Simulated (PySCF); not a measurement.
## Radial density of Ar²⁺ (argon, charge +2)

UHF, [Ne] 3s2 3p4, high-spin 3P determinant. All numbers are calculated (PySCF 2.14, no relativity, point nucleus, in 6-31G* (4s3p1d, 18 functions)).

```json
{"r (bohr)": "0.00160", "4πr²ρ (e/bohr)": "0.1145", "4πr²(ρα − ρβ)": "0.0000"}
{"r (bohr)": "0.00269", "4πr²ρ (e/bohr)": "0.3163", "4πr²(ρα − ρβ)": "0.0000"}
{"r (bohr)": "0.00452", "4πr²ρ (e/bohr)": "0.8435", "4πr²(ρα − ρβ)": "0.0001"}
{"r (bohr)": "0.00761", "4πr²ρ (e/bohr)": "2.124", "4πr²(ρα − ρβ)": "0.0003"}
{"r (bohr)": "0.0128", "4πr²ρ (e/bohr)": "5.002", "4πr²(ρα − ρβ)": "0.0007"}
{"r (bohr)": "0.0215", "4πr²ρ (e/bohr)": "10.33", "4πr²(ρα − ρβ)": "0.0021"}
{"r (bohr)": "0.0362", "4πr²ρ (e/bohr)": "17.40", "4πr²(ρα − ρβ)": "0.0083"}
{"r (bohr)": "0.0609", "4πr²ρ (e/bohr)": "20.86", "4πr²(ρα − ρβ)": "0.0354"}
{"r (bohr)": "0.102", "4πr²ρ (e/bohr)": "16.53", "4πr²(ρα − ρβ)": "0.1328"}
{"r (bohr)": "0.172", "4πr²ρ (e/bohr)": "15.38", "4πr²(ρα − ρβ)": "0.3180"}
{"r (bohr)": "0.290", "4πr²ρ (e/bohr)": "21.07", "4πr²(ρα − ρβ)": "0.3015"}
{"r (bohr)": "0.488", "4πr²ρ (e/bohr)": "11.89", "4πr²(ρα − ρβ)": "-0.0001"}
{"r (bohr)": "0.820", "4πr²ρ (e/bohr)": "4.208", "4πr²(ρα − ρβ)": "0.8807"}
{"r (bohr)": "1.38", "4πr²ρ (e/bohr)": "4.669", "4πr²(ρα − ρβ)": "1.5406"}
{"r (bohr)": "2.32", "4πr²ρ (e/bohr)": "0.9825", "4πr²(ρα − ρβ)": "0.3475"}
{"r (bohr)": "3.90", "4πr²ρ (e/bohr)": "0.02708", "4πr²(ρα − ρβ)": "0.0086"}
{"r (bohr)": "6.57", "4πr²ρ (e/bohr)": "1.078e-05", "4πr²(ρα − ρβ)": "0.0000"}
```
